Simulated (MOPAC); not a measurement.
A run for MOPAC: PM3 on C2H4 (a complex), monomers drawn apart or pushed together.

```
PM3 1SCF PRECISE CHARGE=0 THREADS=1
C2H4

C     -0.90170234 1    -0.13644144 1     0.23429831 1
C      0.23327355 1     0.02094879 1    -0.11132190 1
H     -1.90938427 1    -0.27599476 1     0.54167998 1
H      1.24149735 1     0.16059771 1    -0.41688410 1
H      0.69585852 1     0.11871375 1     3.47161338 1
H      0.91338866 1     0.15590442 1     4.18292658 1
```

The log:

```
*******************************************************************************
 **                                                                           **
 **                              MOPAC v23.2.5                                **
 **                                                                           **
 *******************************************************************************
 ** MOPAC's Digital Object Identifier: https://doi.org/10.5281/zenodo.6511958 **
 **                                                                           **
 ** Please cite the open-source release paper for use of this MOPAC version:  **
 ** J. E. Moussa and J. J. P. Stewart (2026)                                  **
 ** MOPAC: An open-source semiempirical molecular orbital program             **
 ** J. Open Source Softw., 11(119), 8025, https://doi.org/10.21105/joss.08025 **
 *******************************************************************************

                              PM3 CALCULATION RESULTS

 *******************************************************************************
 *  PM3        - The PM3 Hamiltonian to be used
 *
 *
 *
 *                 CHARGE ON SYSTEM = 0
 *
 *
 *
 *  PRECISE    - TIGHTER CRITERIA TO BE USED
 *  1SCF       - DO 1 SCF AND THEN STOP
 *  THREADS=1  - MULTI-THREADING NOT USED
 *  T=         - A TIME OF 172800.0 SECONDS REQUESTED
 *  DUMP=N     - RESTART FILE WRITTEN EVERY 7200.0 SECONDS REQUESTED
 *******************************************************************************
PM3 1SCF PRECISE CHARGE=0 THREADS=1
 C2H4

   ATOM   CHEMICAL          X               Y               Z
  NUMBER   SYMBOL      (ANGSTROMS)     (ANGSTROMS)     (ANGSTROMS)

     1       C         -0.90170234  *  -0.13644144  *   0.23429831  *
     2       C          0.23327355  *   0.02094879  *  -0.11132190  *
     3       H         -1.90938427  *  -0.27599476  *   0.54167998  *
     4       H          1.24149735  *   0.16059771  *  -0.41688410  *
     5       H          0.69585852  *   0.11871375  *   3.47161338  *
     6       H          0.91338866  *   0.15590442  *   4.18292658  *



          CARTESIAN COORDINATES

    NO.       ATOM           X           Y           Z

     1         C         -0.9017     -0.1364      0.2343
     2         C          0.2333      0.0209     -0.1113
     3         H         -1.9094     -0.2760      0.5417
     4         H          1.2415      0.1606     -0.4169
     5         H          0.6959      0.1187      3.4716
     6         H          0.9134      0.1559      4.1829

  H: (PM3): J. J. P. STEWART, J. COMP. CHEM. 10, 209 (1989).
  C: (PM3): J. J. P. STEWART, J. COMP. CHEM. 10, 209 (1989).

           Empirical Formula: C2 H4  =     6 atoms



      MOLECULAR POINT GROUP   :   C2v


      RHF CALCULATION, NO. OF DOUBLY OCCUPIED LEVELS = 6


 -------------------------------------------------------------------------------
 PM3 1SCF PRECISE CHARGE=0 THREADS=1
 C2H4



     1SCF WAS SPECIFIED, SO BFGS WAS NOT USED
     SCF FIELD WAS ACHIEVED


                              PM3 CALCULATION
                                                       MOPAC v23.2.5 Linux




          FINAL HEAT OF FORMATION =         38.20315 KCAL/MOL =     159.84199 KJ/MOL


          COSMO AREA              =         91.66 SQUARE ANGSTROMS
          COSMO VOLUME            =         66.01 CUBIC ANGSTROMS

          IONIZATION POTENTIAL    =         11.551195 EV
          HOMO LUMO ENERGIES (EV) =        -11.551  1.967
          NO. OF FILLED LEVELS    =          6
          MOLECULAR WEIGHT        =         28.0536         POINT GROUP:  C2v

          MOLECULAR DIMENSIONS (Angstroms)

            Atom       Atom       Distance
            H     6    H     3     4.62745
            H     4    H     3     3.09467
            C     1    C     2     0.00013


          SCF CALCULATIONS        =          1





   ATOM   CHEMICAL          X               Y               Z
  NUMBER   SYMBOL      (ANGSTROMS)     (ANGSTROMS)     (ANGSTROMS)

     1       C         -0.90170234  *  -0.13644144  *   0.23429831  *
     2       C          0.23327355  *   0.02094879  *  -0.11132190  *
     3       H         -1.90938427  *  -0.27599476  *   0.54167998  *
     4       H          1.24149735  *   0.16059771  *  -0.41688410  *
     5       H          0.69585852  *   0.11871375  *   3.47161338  *
     6       H          0.91338866  *   0.15590442  *   4.18292658  *

                             CARTESIAN COORDINATES

   1    C       -0.901702340    -0.136441440     0.234298310
   2    C        0.233273550     0.020948790    -0.111321900
   3    H       -1.909384270    -0.275994760     0.541679980
   4    H        1.241497350     0.160597710    -0.416884100
   5    H        0.695858520     0.118713750     3.471613380
   6    H        0.913388660     0.155904420     4.182926580


           Empirical Formula: C2 H4  =     6 atoms



      MOLECULAR POINT GROUP   :   C2v


                  EIGENVALUES
 -31.36909 -19.58701 -16.55633 -15.78087 -11.55526 -11.55119   1.96745   1.96757
   2.85233   4.17996   4.55089   6.56714


              NET ATOMIC CHARGES AND DIPOLE CONTRIBUTIONS

  ATOM NO.   TYPE          CHARGE      No. of ELECS.   s-Pop       p-Pop
    1          C          -0.193746        4.1937     1.22413     2.96962
    2          C          -0.193746        4.1937     1.22413     2.96962
    3          H           0.193801        0.8062     0.80620
    4          H           0.193803        0.8062     0.80620
    5          H           0.002420        0.9976     0.99758
    6          H          -0.002532        1.0025     1.00253
 DIPOLE           X         Y         Z       TOTAL
 POINT-CHG.    -0.003    -0.000    -0.009     0.009
 HYBRID         0.000     0.000     0.000     0.000
 SUM           -0.003    -0.000    -0.009     0.009


          ATOMIC ORBITAL ELECTRON POPULATIONS

     Atom    s        px        py        pz
    1  C   1.22413   0.97277   0.99947   0.99738
    2  C   1.22413   0.97270   0.99947   0.99745
    3  H   0.80620
    4  H   0.80620
    5  H   0.99758
    6  H   1.00253

 **********************
 *                    *
 * JOB ENDED NORMALLY *
 *                    *
 **********************




 == MOPAC DONE ==
```

The run finished.

Cost: about 0.03 core-seconds (a rough figure).
